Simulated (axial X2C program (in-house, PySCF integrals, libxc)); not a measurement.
**Working with the constants of YCl**

A bond curve at the CCSD(T) level, two-component, was computed with an in-house all-electron X2C program for linear molecules (integrals from PySCF) (basis Y dyall-cv3z [11s12p9d6f3g], Cl dyall-av3z [9s8p3d2f] (cores contracted in-house)) for the state Ω = 0 (closed shell). Its fit gives Re = 2.4400 Å, ωe = 361.8 cm⁻¹, ωexe = 0.92 cm⁻¹ and αe = 4.447e-04 cm⁻¹; the masses are 88.9058 and 34.9689 u. Two-component means X2C with spin–orbit coupling and atomic mean-field Coulomb and Gaunt terms.

Correlated methods: 10 electrons correlated (number of frozen shells: Y 4 s, 3 p, 1 d; Cl 2 s, 1 p), 308 virtual spin orbitals or spinors in MP2, 88 natural virtuals in coupled cluster.

Q: Find the reduced mass, Be and the force constant.

A: From the CCSD(T) values: μ = 25.0974 u. Be = 16.8576/(μ Re²) = 0.1128 cm⁻¹. k = 5.8918×10⁻⁷ μ ωe² = 1.94 mdyn/Å.

Q: Give B0, the J = 1←0 line in GHz and the most populated J at 300 K (kT = 208.5 cm⁻¹).

A: B0 = Be − αe/2 = 0.1126 cm⁻¹; 2B0 = 6.751 GHz; J(max) ≈ √(kT/2B0) − 1/2 = 29.9, so J = 30.

Q: Where do the fundamental and the first overtone lie?

A: ν(1←0) = ωe − 2ωexe = 360.0 cm⁻¹; ν(2←0) = 2ωe − 6ωexe = 718.1 cm⁻¹.

Q: Estimate the centrifugal constant by the Kratzer relation.

A: D = 4Be³/ωe² = 4.39e-08 cm⁻¹.

Q: A Morse curve ties αe to the other constants (Pekeris). How well does that hold?

A: αe(Morse) = 6Be²/ωe × (√(ωexe/Be) − 1) = 3.917e-04 cm⁻¹; the CCSD(T) curve gives 4.447e-04 cm⁻¹, a ratio of 0.88.

One determinant describes the state; a PBE0 search over occupations chose it and may have missed a lower one. Coupled cluster ran in a truncated set of natural virtual spinors; the MP2 energy of the rest was added. (T) has no such correction and the atoms are truncated less, which lowers De at CCSD(T) by a hundredth of an eV or more. The outer-core s and p shells of the metal are frozen in the correlated rows, which leaves out core–valence correlation; for alkali and alkaline-earth bonds that tends to lengthen them. With the outer-core shells frozen, correlated bond lengths of heavy atoms tend to come out a few hundredths of an ångström too long.
